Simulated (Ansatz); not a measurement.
CO2Zn, relaxed with RKS PBE-D4/def2-SVP in Ansatz 0.2.0 from a rough embedded geometry. The force threshold is 0.03 eV/Å; the program also tests the step.

Total charge 0; spin multiplicity 1. The bonds changed during the relaxation, so this is another structure than the one it started from.

Start:

```xyz
4

O     1.373    0.040    0.953
C     0.275    0.059    0.249
O    -1.070    0.462    0.126
Zn   -0.577   -0.561   -1.328
```

```csv
step,energy (eV),largest force (eV/Å),largest move (Å)
1,-53524.8942,5.405,0.000
2,-53525.9924,2.756,0.103
3,-53526.5312,2.501,0.141
4,-53527.2987,1.729,0.192
5,-53527.6628,1.202,0.196
6,-53527.8546,0.294,0.179
7,-53527.9020,0.433,0.194
8,-53527.9113,0.105,0.077
9,-53527.9124,0.039,0.042
10,-53527.9125,0.002,0.011
```

End:

```xyz
4

O     1.243   -0.046    0.711
C     0.142    0.363    0.712
O    -0.956    0.781    0.732
Zn   -0.429   -1.098   -2.154
```

Hardware: 2 threads of an Intel Xeon on a shared host. Wall time 63 s, peak host memory 0.14 GiB.
